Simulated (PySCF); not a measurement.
# Zn: ionisation energy

Zn [Ar] 3d10 4s2 (1S) → Zn⁺ [Ar] 3d10 4s1 (2S), as a difference of total energies. All numbers are calculated (PySCF 2.14, no relativity, point nucleus, in def2-TZVPPD). Correlated levels: valence and next inner shell: [Ne] frozen. The calculations carry no spin-orbit coupling.

```
                                method  ionisation energy (eV)  difference from reference (eV)
                                   UHF                   7.636                          -1.758
    MP2 (valence and next inner shell)                   8.875                          -0.519
SCS-MP2 (valence and next inner shell)                   8.877                          -0.517
   CCSD (valence and next inner shell)                   8.898                          -0.496
CCSD(T) (valence and next inner shell)                   9.015                          -0.379
```

Reference: 9.394 eV (measured; NIST Atomic Spectra Database, ionization energies).

These non-relativistic numbers lack the scalar-relativistic shift.

Errors of the correlated levels include the incompleteness of this basis and the frozen core.
